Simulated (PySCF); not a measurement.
Cost of response and excited-state runs on SMILES C#CC1=C/C=C\C=C/C=C\1, C₁₀H₈

Geometry (Å), atoms numbered from 1 in this order:
```xyz
18

C     2.2662   -0.3032    2.8977
C     1.6955   -0.1346    1.8543
C     1.0215    0.0198    0.6175
C     0.7806    1.2380    0.1178
C     0.1473    1.5219   -1.1670
C    -1.0589    1.1126   -1.5469
C    -1.9826    0.3017   -0.7496
C    -1.7332   -0.9068   -0.2595
C    -0.4864   -1.6558   -0.4406
C     0.7212   -1.2518   -0.0717
H     2.7631   -0.4317    3.8128
H     1.1264    2.1077    0.6660
H     0.7076    2.1932   -1.8091
H    -1.4606    1.4513   -2.4954
H    -2.9678    0.7367   -0.6229
H    -2.5160   -1.4465    0.2617
H    -0.6096   -2.6417   -0.8759
H     1.5769   -1.9046   -0.2009
```

PySCF with density fitting, on 1 thread of an Arm Neoverse V1, shared host. Command: `OMP_NUM_THREADS=1 python excited_run.py task.json out`

How long does each of these runs take, and how much memory?
- first hyperpolarisability, LC-wPBE/def2-SVPD; wavelengths [1907, 1064] nm; writes grids
- excited states, CAM-B3LYP/def2-SVP; Tamm-Dancoff; spin-orbit couplings; 5 states; 4 triplets; quadratic response for 4 states; writes grids
- excited states, PBE0/def2-SVPD; two-photon moments; 6 states; quadratic response for 5 states; 0 triplets


```csv
run,level,basis functions,wall time,peak memory (GiB)
first hyperpolarisability,LC-wPBE/def2-SVPD,264,110 s,1.2
excited states,CAM-B3LYP/def2-SVP,180,55 s,0.88
excited states,PBE0/def2-SVPD,264,77 s,1.1
```
Times from a shared host are rough.
